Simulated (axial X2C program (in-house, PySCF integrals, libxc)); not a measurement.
Ω levels of ErH⁺ from open-shell CI on f12 s0

Computed with an axial X2C code built on PySCF integrals: two-component X2C with atomic mean-field Coulomb and Gaunt terms, basis Er dyall-v3z, H dyall-v3z (cores contracted in-house). Orbitals come from Hartree–Fock averaged over the configuration Er f12 s0; CI then distributes these electrons over the f, s shells of Er.

R = 2.013 Å (near the minimum of the configuration average).

Active spinors (ω > 0):

| shell | ω | ε (eV) | character |
| --- | --- | --- | --- |
| f | 5/2 | -15.75 | 100% Er f |
| f | 3/2 | -15.71 | 100% Er f |
| f | 1/2 | -15.67 | 100% Er f |
| f | 7/2 | -14.59 | 100% Er f |
| f | 5/2 | -14.56 | 100% Er f |
| f | 3/2 | -14.53 | 100% Er f |
| f | 1/2 | -14.49 | 100% Er f |
| s | 1/2 | -1.68 | 86% Er s, 13% Er p |

Lowest levels of this model:

| Ω | energy (cm⁻¹) | g∥ | configuration |
| --- | --- | --- | --- |
| 0 | 0 | 0.00 | 100% f12 |
| 1 | 25 | 2.35 | 100% f12 |
| 2 | 100 | 4.69 | 100% f12 |
| 3 | 225 | 7.04 | 100% f12 |
| 4 | 398 | 9.36 | 100% f12 |
| 5 | 608 | 11.68 | 100% f12 |
| 6 | 833 | 13.99 | 100% f12 |
| 4 | 6486 | 8.93 | 100% f12 |
| 3 | 6513 | 6.76 | 100% f12 |
| 0 | 6518 | 0.00 | 100% f12 |
| 1 | 6524 | 2.33 | 100% f12 |
| 2 | 6528 | 4.59 | 100% f12 |
| 0 | 6732 | 0.00 | 100% f12 |
| 1 | 6769 | 1.90 | 100% f12 |
| 2 | 6880 | 3.90 | 100% f12 |
| 3 | 7047 | 6.01 | 100% f12 |
| 4 | 7249 | 8.17 | 100% f12 |
| 5 | 7486 | 10.31 | 100% f12 |
| 0 | 11284 | 0.00 | 100% f12 |
| 1 | 11297 | 1.91 | 100% f12 |
| 2 | 11361 | 3.82 | 100% f12 |
| 3 | 11500 | 5.74 | 100% f12 |
| 4 | 11654 | 7.70 | 100% f12 |
| 0 | 14506 | 0.00 | 100% f12 |
| 0 | 15909 | 0.00 | 100% f12 |

g∥ is the magnitude of 2⟨Lz + ge Sz⟩ for the +Ω component.

This point took 1.3 s on 1 thread of Arm Neoverse N1 (shared host).

Dynamic correlation is missing, so gaps between terms are too wide and other configurations may lie lower; the lowest level listed is that of this model, not necessarily the ground state. At most 4 roots were kept for each Ω > 0 (twice that for Ω = 0) within 2.2 eV of the lowest, so higher up levels can be missing between those listed; levels with Ω > 0 are doubly degenerate and listed once, Ω = 0 levels singly. States that fill the shells left empty in the average are placed too high.
